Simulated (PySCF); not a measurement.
## Working out the electron affinity of Os

Os⁻ [Xe] 4f14 5d7 6s2 (4F) → Os [Xe] 4f14 5d6 6s2 (5D). Calculation: PySCF 2.14, in def2-TZVPPD with the def2 core potential (60 electrons) (6s5p3d2f1g, 59 functions); a scalar-relativistic core potential. Frozen: 5s2 5p6. Energies in hartree (1 hartree = 27.21139 eV):

```json
{"part": "UHF", "Os⁻ (lower)": "-89.805759", "Os (upper)": "-89.838555"}
{"part": "CCSD correlation", "Os⁻ (lower)": "-0.229643", "Os (upper)": "-0.179347"}
{"part": "(T)", "Os⁻ (lower)": "-0.012561", "Os (upper)": "-0.007314"}
```

Question: What does Hartree-Fock give?

Answer: (-89.838555) − (-89.805759) = -0.032796 hartree = -0.892 eV.

Question: What do CCSD and CCSD(T) give?

Answer: The CCSD correlation energies differ by 0.050296 hartree = 1.369 eV and the triples by 0.005247 hartree = 0.143 eV, so CCSD gives 0.477 eV and CCSD(T) 0.620 eV.

Reference: 1.078 eV (measured; photodetachment measurements, as compiled on the Wikipedia data page of electron affinities), between the lowest levels; spin-orbit coupling is absent from the calculation.

What remains against the reference includes basis incompleteness, the frozen core and higher excitations.
